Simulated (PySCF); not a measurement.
Field gradients at the hydrogen positions

Compound: C3H12N2Si.
Geometry (PBE0-D3(BJ)/def2-SVP, Å), atoms numbered from 1 in this order:
```
atom  x, y, z in Å
C1     2.7296    0.5364   -0.0888
C2     1.5267   -0.2396    0.4210
C3     0.3906   -0.3147   -0.5946
N4    -0.7769   -1.0361   -0.1411
Si5   -2.1531   -0.3039    0.5993
N6    -2.7768    0.8950   -0.4738
H7     3.1441    0.0804   -1.0031
H8     2.4585    1.5757   -0.3357
H9     3.5370    0.5736    0.6579
H10    1.1398    0.2187    1.3476
H11    1.8285   -1.2666    0.6953
H12    0.0699    0.7073   -0.8624
H13    0.7736   -0.7589   -1.5338
H14   -0.6216   -2.0247    0.0231
H15   -1.9180    0.4650    1.8679
H16   -3.0337   -1.4728    0.9318
H17   -3.1012    0.6532   -1.4029
H18   -3.2529    1.7108   -0.1085
```

Level: PBE0/pcSseg-1 (PySCF, non-relativistic); Q(2H) = 0.00286 b; rigid geometry, the same for H and D, with no vibrational averaging.

Question: Rank these positions by the coupling χzz of a deuteron there, largest first.
A. H15 (Si–H hydrogen)
B. H17 (N–H hydrogen)
C. H11 (methylene hydrogen)
D. H9 (methyl hydrogen)
E. H13 (methylene hydrogen)
F. H14 (N–H hydrogen)

Answer: B (278 kHz), F (274 kHz), D (197 kHz), C (190 kHz), E (185 kHz), A (89 kHz).

Question: Give the electric field gradient Vzz (the principal value of largest size), its asymmetry and the 2H coupling at each hydrogen.

Answer: 
| atom | bonded to | bond length (Å) | Vzz (au) | η | χzz (kHz) |
| --- | --- | --- | --- | --- | --- |
| H7 | C1 | 1.103 | 0.2892 | 0.02 | 194 |
| H8 | C1 | 1.102 | 0.2898 | 0.02 | 195 |
| H9 | C1 | 1.100 | 0.2939 | 0.02 | 197 |
| H10 | C2 | 1.104 | 0.2831 | 0.02 | 190 |
| H11 | C2 | 1.105 | 0.2829 | 0.03 | 190 |
| H12 | C3 | 1.104 | 0.2749 | 0.06 | 185 |
| H13 | C3 | 1.107 | 0.2756 | 0.04 | 185 |
| H14 | N4 | 1.014 | 0.4076 | 0.19 | 274 |
| H15 | Si5 | 1.502 | 0.1331 | 0.02 | 89 |
| H16 | Si5 | 1.501 | 0.1335 | 0.03 | 90 |
| H17 | N6 | 1.013 | 0.4136 | 0.17 | 278 |
| H18 | N6 | 1.013 | 0.4149 | 0.17 | 279 |

Question: Average by the element that carries the hydrogen.

Answer: on C: 191 kHz over 7 positions, mean bond length 1.104 Å; on N: 277 kHz over 3 positions, mean bond length 1.013 Å; on Si: 90 kHz over 2 positions, mean bond length 1.501 Å.

Question: Give the 2H NMR doublet splittings at H7 for a magnetic field along the z, y and x axes of the gradient: 3χ/2, 3χ(1 + η)/4, 3χ(1 − η)/4.

Answer: With |χ| = 194.4 kHz and η = 0.023: 292, 149 and 142 kHz, to first order and without motion.

Isolated species at its PBE0-D3(BJ)/def2-SVP geometry (one conformer only). These gradients aren't converged with respect to the basis.

These values come from a run that also computed NMR shieldings. Hardware: an Arm Neoverse N1 with one thread, no GPU, shared host with 64 logical CPUs at a one-minute load of 54. Cost: 45 s wall (with the writing of density and orbital grids), 0.80 GiB resident at most.
